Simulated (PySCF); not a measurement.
CH3Cl3Si.

```xyz
8

C      0.0000     0.0000     2.1096
Si     0.0000     0.0000     0.2562
Cl     1.6747    -0.9669    -0.4648
Cl    -1.6747    -0.9669    -0.4648
Cl     0.0000     1.9338    -0.4648
H      0.8956     0.5171     2.4865
H     -0.8956     0.5171     2.4865
H      0.0000    -1.0342     2.4865
```
Charge 0, spin multiplicity 1.

Geometry optimised at B3LYP-D3(BJ)/def2-SVP. The isomer is the one that the SMILES or the coordinates give; other isomers of the formula were not compared.

Method: B3LYP/pcSseg-1 run with PySCF. Non-relativistic, no solvent.

Computed absolute GIAO shielding of each atom: isotropic value and principal components (ppm):
| atom | σ(iso) | σ11 | σ22 | σ33 | span |
|---|---|---|---|---|---|
| C1 | 166.4 | 157.3 | 157.4 | 184.5 | 27.1 |
| Si2 | 292.1 | 280.5 | 280.5 | 315.3 | 34.8 |
| Cl3 | 784.2 | 653.0 | 734.1 | 965.6 | 312.6 |
| Cl4 | 784.2 | 653.0 | 734.1 | 965.6 | 312.6 |
| Cl5 | 784.2 | 653.0 | 734.1 | 965.5 | 312.6 |
| H6 | 30.5 | 26.6 | 28.3 | 36.7 | 10.1 |
| H7 | 30.5 | 26.6 | 28.3 | 36.7 | 10.1 |
| H8 | 30.5 | 26.6 | 28.3 | 36.7 | 10.1 |
